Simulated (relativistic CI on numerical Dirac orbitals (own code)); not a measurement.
**Ce³⁺: N4,5 absorption edge**

Computed with this model: Dirac-Coulomb-Breit CI, orbitals from a KLI potential per configuration, model QED, multiplet model of core-to-valence dipole absorption, unscaled Slater integrals; configurations [Xe] 4f → [Kr] 4d9 4f2 5s2 5p6; 10 K; Lorentzian 0.5 eV and Gaussian 0.2 eV FWHM. Energies are those of the free ion, without screening or charge transfer. The branching ratio is the share of the lower-energy edge in the whole absorption, uncertain by about 0.02 where the edges overlap. S is read from ⟨S²⟩ = S(S + 1).

Field parameters in Wybourne normalisation. The field is a parameter set, without covalency.

free ion: ground-state S = 0.50, centroid 133.46 eV. Peaks (eV, height): 129.2 (95), 135.3 (67), 136.9 (100).

D4h, B20 = 2090, B40 = 1760, B44 = -1380, B60 = -510, B64 = -810 cm⁻¹: ground-state S = 0.50, centroid 133.47 eV. Peaks (eV, height): 129.2 (97), 135.4 (71), 136.9 (100).

Strongest unbroadened transitions for D4h, B20 = 2090, B40 = 1760, B44 = -1380, B60 = -510, B64 = -810 cm⁻¹:

| Energy (eV) | Relative strength |
| --- | --- |
| 129.21 | 94.4 |
| 129.25 | 68.7 |
| 129.31 | 9.4 |
| 129.34 | 3.4 |
| 130.18 | 1.1 |
| 130.23 | 1.5 |
| 135.34 | 100.0 |
| 135.43 | 22.1 |
| 135.67 | 5.4 |
| 135.74 | 1.0 |
| 135.79 | 2.2 |
| 136.90 | 90.3 |
| 136.92 | 12.1 |
| 136.94 | 40.0 |
| 136.97 | 15.9 |
| 136.98 | 13.1 |
| 136.99 | 5.3 |
| 137.02 | 1.0 |
